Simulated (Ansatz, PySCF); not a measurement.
C₃H₂F₃O, SMILES OC(C(F)(F)F)=[CH], multiplicity 2. Atoms are numbered in the order given.

```xyz
9

C      0.9901     1.6231    -0.7282
C      0.8492     0.4064    -0.2271
O      1.8299    -0.4876     0.0572
C     -0.5127    -0.1755     0.1124
F     -0.7469    -1.2957    -0.5895
F     -0.5914    -0.4905     1.4151
F     -1.4927     0.6992    -0.1630
H      0.3732     2.4663    -1.0202
H      2.6839    -0.0861    -0.1711
```
Charge 0, spin multiplicity 2.

Geometry optimised at TPSSh-D3(BJ)/def2-SVP. The isomer is the one that the SMILES or the coordinates give; other isomers of the formula were not compared. The values are those of a single conformer.

Two levels are set side by side: PBE-D3(BJ)/def2-SVP (Ansatz, an electronic-structure program) and TPSSh-D3(BJ)/def2-SVP (PySCF). Each level has its own optimised geometry; the coordinates shown are those of the second. Frequencies come from the Hessian of PySCF at each geometry. Differences are taken from unrounded values.

```
quantity                            TPSSh-D3(BJ)
----------------------------------  ------------
mean bond length (Å)                       1.285
bond C1–C2 (Å)                             1.323
bond C2–O3 (Å)                             1.357
bond C2–C4 (Å)                             1.519
bond C4–F5 (Å)                             1.343
bond C4–F6 (Å)                             1.343
bond C4–F7 (Å)                             1.342
bond C1–H8 (Å)                             1.085
bond O3–H9 (Å)                             0.971
highest harmonic wavenumber (cm⁻¹)          3765
mean harmonic wavenumber (cm⁻¹)             1010
zero-point energy (kcal/mol)               30.34
```

### Question
What does PBE-D3(BJ) give, and how far is it from TPSSh-D3(BJ)? (Estimate from the structure and the level; the computed values follow.)

### Answer

```tsv
quantity	PBE-D3(BJ)	PBE-D3(BJ) minus TPSSh-D3(BJ)
mean bond length (Å)	1.292	0.006
bond C1–C2 (Å)	1.329	0.005
bond C2–O3 (Å)	1.361	0.003
bond C2–C4 (Å)	1.526	0.007
bond C4–F5 (Å)	1.350	0.007
bond C4–F6 (Å)	1.350	0.007
bond C4–F7 (Å)	1.349	0.006
bond C1–H8 (Å)	1.092	0.007
bond O3–H9 (Å)	0.977	0.006
highest harmonic wavenumber (cm⁻¹)	3680	-86
mean harmonic wavenumber (cm⁻¹)	986	-25
zero-point energy (kcal/mol)	29.59	-0.75
```

GGA bonds tend to be longer and softer than those of functionals with exact exchange. Differences between two approximate levels are no errors against the true value.
